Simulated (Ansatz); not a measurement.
C₂H₃BrFGa, SMILES `C=[CH][Ga]([F])[Br]`. The species carries charge 0 and has multiplicity 1. Correlated methods include outer-core shells of Br, Ga, which these sets cover unevenly. Scalar relativity is left out up to krypton.

| atom | x (Å) | y (Å) | z (Å) |
| --- | --- | --- | --- |
| C1 | -1.1983 | -0.2279 | -0.8293 |
| C2 | -0.5954 | 0.3966 | 0.1793 |
| Ga3 | 1.2450 | 0.0004 | 0.5874 |
| F4 | 2.0662 | -1.1883 | -0.4036 |
| Br5 | 2.5450 | 0.8844 | 2.2249 |
| H6 | -2.2359 | -0.0282 | -1.0867 |
| H7 | -0.6863 | -0.9641 | -1.4419 |
| H8 | -1.1404 | 1.1272 | 0.7699 |

Task: Give the diagnostics of a CCSD(T)/def2-TZVPP run (frozen core, Ansatz 0.2.0). (Best estimate.)

Result: The calculation gave: T1 = 0.0118, largest single amplitude 0.025, largest double 0.061, (T) share of the correlation energy 3.8 %, 9 CCSD cycles. The RHF solution is stable towards an unrestricted one. T1 lies under the customary mark of 0.02 for closed shells.
